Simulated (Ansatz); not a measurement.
Consider the formal exchange of groups at a B–Te bond: `NB(O)[TeH]` + `OC(F)C1C=C1` → `NB(O)C1C=C1` + `OC(F)[TeH]`.

Calculated with Ansatz (gas phase, PBE0-D4/def2-TZVP geometries, no zero-point term in ΔE). CCSD(T)/CBS adds triple-zeta CCSD(T) − MP2 to the extrapolated MP2 energy (def2 sets, frozen cores). Functionals use def2-TZVPP. def2 core potentials past Kr. For Te outer-core shells are correlated without core-valence functions, which leaves a few kJ/mol of doubt a bond. Each species was taken in one conformer, which may not be the lowest.

CCSD(T)/CBS gives +67.7 kJ/mol.

(1) Another level gave +63.4 kJ/mol. Which?
A. PBE-D4/def2-TZVPP
B. r2SCAN-D4/def2-TZVPP
C. PBE0-D4/def2-TZVPP
D. HF/def2-TZVPP

Largest T1 diagnostic among the species: 0.012.

Results:

(1) B. r2SCAN-D4 63.4, PBE0-D4 68.0, PBE-D4 58.1, HF/def2-TZVPP 80.7 kJ/mol.

In def2-TZVPP, CCSD(T) changes the Hartree–Fock value by −11.2 kJ/mol (the triples alone add −2.4 kJ/mol) and MP2 by −8.4 kJ/mol. From PBE to PBE0 (25 % exact exchange), in def2-TZVPP and without D4, ΔE moves by +10.0 kJ/mol.
